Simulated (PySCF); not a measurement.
What went wrong, or what changed?

The sound run of [Er(H2S)2]3+ (singlet in the valence; each metal's 4f electrons, 11 of them, lie in its core potential, out of spins and levels) uses PySCF 2.14.0, RKS r2SCAN, Er lcecp-1-SVP with ECP57, S def2-SVP, H def2-SVP; non-relativistic Hamiltonian with scalar-relativistic core potentials where named; density fitting; no spin-orbit coupling, grid (50, 194), threshold 1e-8 and 55 cycles at the relaxed geometry. This run, with dm0 from free metal ions and neutral atoms, differs:

```python
mol = gto.M(atom='''
Er     1.42983    -0.00000     0.00000
S     -0.42187     0.21401     2.02447
H      0.22211     0.13355     3.23659
H     -0.82453     1.52372     2.12514
S     -0.42187    -0.21401    -2.02447
H      0.22211    -0.13355    -3.23659
H     -0.82453    -1.52372    -2.12514''',
    basis={'Er': 'lcecp-1-SVP', 'S': 'def2-SVP', 'H': 'def2-SVP'},
    ecp={'Er': 'lcecp-1-SVP'},
    charge=3, spin=0)
mf = dft.RKS(mol, xc='R2SCAN')
mf.grids.atom_grid = (50, 194)  # f atoms: unpruned, at least (60, 302)
mf = mf.density_fit()  # fitting sets: Er AutoAux, S def2-universal-JKFIT, H def2-universal-JKFIT
mf.conv_tol = 1e-08; mf.max_cycle = 5
mf.kernel(dm0)
```

What was changed, and how did it end?

The cycle limit was cut. The SCF did not converge. These settings are unsound on purpose: the numbers aren't the compound's.
```
init E= -809.462440185648
cycle= 1 E= -834.201988646922  delta_E= -24.7  |g|= 2.17  |ddm|= 3.83
cycle= 2 E= -824.971455675001  delta_E= 9.23  |g|= 4.41  |ddm|= 6.68
cycle= 3 E= -835.207585894928  delta_E= -10.2  |g|= 0.838  |ddm|= 5.45
cycle= 4 E= -835.431060922464  delta_E= -0.223  |g|= 0.415  |ddm|= 2.17
cycle= 5 E= -835.500031182075  delta_E= -0.069  |g|= 0.093  |ddm|= 0.705
SCF not converged.
```

Run from Python with OMP_NUM_THREADS=2; the lines above give its settings.
It took 1.9 s on 2 threads of Arm Neoverse V1, with other jobs on the host.

No frequency check is given that shows the relaxed geometry to be a minimum. An lcecp potential fixes the number of 4f electrons, so in runs with it no electron can move into or out of that shell.
